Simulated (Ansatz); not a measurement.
Geometry optimisation, Ansatz, UKS PBE/6-31G*.

Input file:

```yaml
crystal:
  periodic: [false, false, false]
  atoms:
    - { symbol: Al, position_ang: [0.0, 0.0, 0.0] }
    - { symbol: Cl, position_ang: [0.0, 0.0, 2.48] }
    - { symbol: Cl, position_ang: [1.9312, 0.0, -1.115] }
    - { symbol: Cl, position_ang: [-1.9312, 0.0, -1.115] }
    - { symbol: O, position_ang: [0.0, 0.0, 4.37] }
    - { symbol: H, position_ang: [-0.5144, -0.8011, 4.7071] }
magnetization:
  spin_polarized: true
  initial_magnetization: 1
basis:
  gaussian: { orbitals: "6-31G*" }
hamiltonian:
  xc: pbe
relax:
  f_tol: 0.15
  max_steps: 25
  restrain:
    - { distance: [1, 4], at: 2.79, k: 30.0 }
    - { distance: [0, 1], at: 2.23, k: 30.0 }
output:
  orbitals: {}
```

Launched with:

```bash
$ ansatz run input.yaml --threads 4 --pin off --max-ram 5120MiB --backend cpu --events-out ev --progress --plain --runs-dir out
```

Q: Where does it end, and by what steps?

A: The forces met the threshold. The restraints hold the end off the free minimum; the threshold counts their pulls, which the force column leaves out. Restrained pairs: Cl2–O5 (1.89 → 2.79 Å), Al1–Cl2 (2.48 → 2.19 Å). After 4 steps the energy has fallen by 1.335 eV (the restraints' own energy left out); O5 moved furthest, 0.49 Å.

```
step  energy less start (eV)  largest force component (eV/Å)  accepted
   0                  0.0000                           2.662       yes
   1                 -0.8444                           2.506       yes
   2                 -1.3119                           0.817       yes
   3                 -1.3363                           1.315       yes
   4                 -1.3351                           1.280       yes
```

```xyz
6
Properties=species:S:1:pos:R:3
Al 0.004 0.005 -0.120
Cl 0.015 0.015 2.069
Cl 1.823 0.008 -1.151
Cl -1.822 -0.005 -1.142
O 0.017 -0.006 4.861
H -0.552 -0.817 4.810
```

The run took 25 s on 4 threads of Arm Neoverse V1, on a shared host, peak memory 0.23 GiB.
